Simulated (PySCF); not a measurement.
Species: C6H12O.
Geometry (GFN2-xTB, Å), atoms numbered from 1 in this order:
```
atom  x, y, z in Å
O1     2.6643   -1.1248   -0.3409
C2     1.8842    0.0270   -0.5576
C3     0.6111    0.0560    0.2882
C4    -0.3197   -1.1293    0.0097
C5    -1.6876   -0.6128    0.4393
C6    -1.7017    0.8139   -0.1089
C7    -0.2505    1.3069    0.0214
H8     2.8607   -1.1903    0.6003
H9     1.6305    0.0089   -1.6204
H10    2.4770    0.9337   -0.3584
H11    0.9015    0.0341    1.3456
H12   -0.3226   -1.3466   -1.0594
H13   -0.0168   -2.0301    0.5409
H14   -2.5072   -1.2159    0.0513
H15   -1.7552   -0.5998    1.5287
H16   -2.4008    1.4552    0.4261
H17   -1.9982    0.7965   -1.1582
H18   -0.1508    2.0216    0.8378
H19    0.0719    1.8053   -0.8929
```

Level of theory: PBE0/pcSseg-1 in PySCF (dipole) on a GFN2-xTB geometry, gas phase.

Masses are those of the commonest isotopes; rigid-rotor values at the optimised geometry. The values belong to one conformer with, in the numbering `[OH:1][CH2:2][CH:3]1[CH2:4][CH2:5][CH2:6][CH2:7]1`, H–O1–C2–C3 -55°, O1–C2–C3–C4 -60°, C2–C3–C4–C5 -156°, C3–C4–C5–C6 42°, C4–C5–C6–C7 -35°, C5–C6–C7–C3 14°.

Task: What are A, B and C (MHz)?

Result: Ia = 91.21, Ib = 295.68, Ic = 355.78 u·Å²; 505379 MHz·u·Å²/I gives A = 5541, B = 1709, C = 1420 MHz.

Task: What kind of rotor is it?

Result: An asymmetric top; Ray's κ = -0.860.

Task: Is it planar, by Δ = Ic − Ia − Ib?

Result: Not planar: Δ = Ic − Ia − Ib = -31.11 u·Å². For a rigid frame Δ = −2 Σ m c², so Σ m c² = 15.56 u·Å² lies off the ab plane: 11.43 from hydrogen and 4.13 from heavier atoms. The atom farthest from that plane is 1.48 Å away.

Task: Where do the levels up to J = 3 lie, in MHz?

Result: Above 0(0,0):
J = 1: 1(0,1) 3130, 1(1,1) 6961, 1(1,0) 7250
J = 2: 2(0,2) 9373, 2(1,2) 12932, 2(1,1) 13798, 2(2,1) 25292, 2(2,0) 25308
J = 3: 3(0,3) 18700, 3(1,3) 21878, 3(1,2) 23610, 3(2,2) 34681, 3(2,1) 34759, 3(3,1) 54569, 3(3,0) 54569
Those of J = 1 are B + C, A + C and A + B.

Task: Which types of transition are allowed, and where do some lines up to J = 4 fall?

Result: The dipole components are |μa| = 1.02 D, |μb| = 0.59 D, |μc| = 1.23 D. The squared components, which scale the intensities, stand as 0.69 : 0.23 : 1.00 (a : b : c). Some lines, for components of 0.1 D or more:

```json
{"type": "a", "branch": "R", "J(Ka,Kc)": "2(1,2) ← 1(1,1)", "MHz": "5971", "lower level (cm⁻¹)": "0.232"}
{"type": "a", "branch": "R", "J(Ka,Kc)": "2(1,1) ← 1(1,0)", "MHz": "6548", "lower level (cm⁻¹)": "0.242"}
{"type": "c", "branch": "R", "J(Ka,Kc)": "1(1,0) ← 0(0,0)", "MHz": "7250", "lower level (cm⁻¹)": "0.000"}
{"type": "a", "branch": "R", "J(Ka,Kc)": "3(2,2) ← 2(2,1)", "MHz": "9389", "lower level (cm⁻¹)": "0.844"}
{"type": "a", "branch": "R", "J(Ka,Kc)": "4(0,4) ← 3(0,3)", "MHz": "12364", "lower level (cm⁻¹)": "0.624"}
{"type": "b", "branch": "Q", "J(Ka,Kc)": "3(2,2) ← 3(1,3)", "MHz": "12803", "lower level (cm⁻¹)": "0.730"}
{"type": "a", "branch": "R", "J(Ka,Kc)": "4(1,3) ← 3(1,2)", "MHz": "13063", "lower level (cm⁻¹)": "0.788"}
{"type": "b", "branch": "R", "J(Ka,Kc)": "4(1,4) ← 3(0,3)", "MHz": "15089", "lower level (cm⁻¹)": "0.624"}
{"type": "c", "branch": "Q", "J(Ka,Kc)": "4(3,2) ← 4(2,2)", "MHz": "19698", "lower level (cm⁻¹)": "1.582"}
{"type": "b", "branch": "Q", "J(Ka,Kc)": "4(4,1) ← 4(3,2)", "MHz": "27803", "lower level (cm⁻¹)": "2.239"}
```

Task: Estimate the classical rotational partition function at 10 K, 25 K and 200 K.

Result: Point group C1, symmetry number σ = 1; q = (√π/σ)·√((kT/h)³/(ABC)), k/h = 20836.6 MHz/K: 1450 at 10 K, 5750 at 25 K, 130000 at 200 K.

No frequency check. Constants of a rigid frame at the computed geometry: no zero-point averaging, no centrifugal distortion.
